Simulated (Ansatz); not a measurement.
Mulliken charges of CH3BrClSi (`C[Si](Cl)Br`) radical from ωB97M-V/def2-TZVPP in Ansatz (PBE0-D4/def2-TZVP geometry).

```json
{"atom": "C1", "x (Å)": "-0.114", "y (Å)": "0.871", "z (Å)": "-0.079", "charge (e)": "-0.403"}
{"atom": "Si2", "x (Å)": "-0.333", "y (Å)": "-0.897", "z (Å)": "0.471", "charge (e)": "0.376"}
{"atom": "Cl3", "x (Å)": "1.376", "y (Å)": "-1.511", "z (Å)": "1.441", "charge (e)": "-0.192"}
{"atom": "Br4", "x (Å)": "-0.669", "y (Å)": "-2.191", "z (Å)": "-1.308", "charge (e)": "-0.183"}
{"atom": "H5", "x (Å)": "-1.008", "y (Å)": "1.213", "z (Å)": "-0.604", "charge (e)": "0.132"}
{"atom": "H6", "x (Å)": "0.064", "y (Å)": "1.511", "z (Å)": "0.787", "charge (e)": "0.132"}
{"atom": "H7", "x (Å)": "0.744", "y (Å)": "0.937", "z (Å)": "-0.754", "charge (e)": "0.137"}
```

Q: By hand: the dipole of these point charges (1 e Å = 4.8032 D).

A: Σ q r = (-0.244, 0.491, 0.092) e Å, of length 0.556 e Å = 2.67 D.

Q: How does the dipole of the full density compare? (An estimate is asked.)

A: Computed: (-0.105, 0.407, 0.020) e Å, 2.02 D; the point charges give 1.32 times that, at 14° from its direction.

Point charges leave out the atoms' own dipoles, such as those of lone pairs, and Mulliken's split depends on the basis, so the two needn't agree.
